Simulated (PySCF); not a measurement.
Labels have come off several samples. The candidates:

A. SMILES Oc1ccc(C(F)F)cc1
B. SMILES Cc1cnnnc1C
C. 4-methylbenzoyl chloride (Cc1ccc(C(=O)Cl)cc1)

Spectrum 1. $^{1}$H NMR (400 MHz, computed): δ 7.82 (m, 2H), 7.05 (d, 2H), 6.71 (m, 1H), 4.55 (br s, 1H). $^{13}$C{$^{1}$H} NMR (computed): δ 165.5 (C), 134.9 (CH), 133.9 (C), 122.4 (CH), 118.9 (CH).

Spectrum 2. $^{1}$H NMR (400 MHz, computed): δ 8.54 (d, 2H), 7.61 (d, 2H), 2.59 (s, 3H). $^{13}$C{$^{1}$H} NMR (computed): δ 176.2 (C), 153.7 (C), 140.0 (CH), 134.5 (CH), 133.5 (C), 24.5 (CH3).

Spectrum 3. $^{1}$H NMR (400 MHz, computed): δ 8.96 (s, 1H), 2.81 (s, 3H), 2.26 (s, 3H). $^{13}$C{$^{1}$H} NMR (computed): δ 162.2 (C), 153.3 (CH), 132.7 (C), 22.8 (CH3), 17.6 (CH3).

[PySCF 2.14: GIAO PBE0/pcSseg-1 shieldings; structure optimised with GFN2-xTB; one conformer; in vacuum; non-relativistic; rapidly exchanging positions averaged]

Chemical shifts δ = σref − σ; TMS for $^{1}$H, $^{13}$C, all at this level. Splittings of carbon signals by F and P are missing where no couplings were computed. Where no couplings were computed, multiplicities follow the n + 1 count of equivalent neighbours, and m marks all less simple cases (inequivalent or close neighbours, rings, F or P nearby). Shifts are as computed. Against solution values, carbons near 30 ppm lie about +3 ppm off and those near 130 ppm about +5 ppm; carbons on Cl a further +6 ppm. Of 1211 compounds with measured shifts, 218 miss one by over three times the rms of a fit or turn the order of signals round; such compounds aren't used in these exercises. Carbons bonded to Cl come out too deshielded. OH and NH positions are gas-phase values without hydrogen bonding to other molecules.

**Question.** Which spectrum belongs to which compound?

**Answer.** 1–A, 2–C, 3–B.

- Spectrum 1 (A): 5 $^{13}$C signals; δC 165.5 is an aromatic carbon bearing oxygen; δC 134.9 is an aromatic CH.
- Spectrum 2 (C): 6 $^{13}$C signals; δC 134.5 is an aromatic CH; δC 24.5 is a methyl carbon on an aromatic ring.
- Spectrum 3 (B): 5 $^{13}$C signals; δC 153.3 is an aromatic CH next to a ring nitrogen; δC 22.8 is a methyl carbon on an aromatic ring.
